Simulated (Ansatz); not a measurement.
Gas-phase electronic energies from Ansatz, PBE0-D4/def2-TZVP geometries. CBS: MP2 limit from def2 TZ/QZ plus the TZ coupled-cluster correction, frozen cores. DFT in def2-TZVPP. For Ge outer-core shells are correlated without core-valence functions, which leaves a few kJ/mol of doubt a bond. Scalar relativity is left out up to krypton. Each species was taken in one conformer, which may not be the lowest.

`BB[SiH3]` + `[OH][Ge][Cl]` → `[SiH3][O][Ge][Cl]` + `BB`  (cleavage of the Si–B bond)

```
            species  B97M-V energy (Eh)
         `BB[SiH3]`          -342.70106
     `[OH][Ge][Cl]`         -2612.61945
`[SiH3][O][Ge][Cl]`         -2903.28504
               `BB`           -52.06923
```

(1) Work out ΔE.

(2) What do rigid-rotor, harmonic-oscillator terms from PBE0-D4/def2-TZVP frequencies (298.15 K, 1 bar) make of the CCSD(T)/CBS value? (Best estimate.)

Largest T1 diagnostic among the species: 0.015.

## Answers

(1) ΔE = (-2903.28504) + (-52.06923) − (-342.70106) − (-2612.61945) = -0.03376 Eh = -88.6 kJ/mol. CCSD(T)/CBS gives -99.6 kJ/mol.

(2) Ansatz gave: ΔZPE = -3.1 kJ/mol, ΔH = -102.5 kJ/mol, ΔS = -23 J/(mol·K), ΔG = -95.6 kJ/mol.

Leaving LDA and LC-ωPBE aside and taking each functional with its dispersion term where it has one, the values, not all of them listed here, spread over 42.2 kJ/mol, from BHLYP-D4 to PBE-D4. In def2-TZVPP, CCSD(T) changes the Hartree–Fock value by +27.1 kJ/mol (the triples alone add +3.3 kJ/mol) and MP2 by +19.0 kJ/mol.
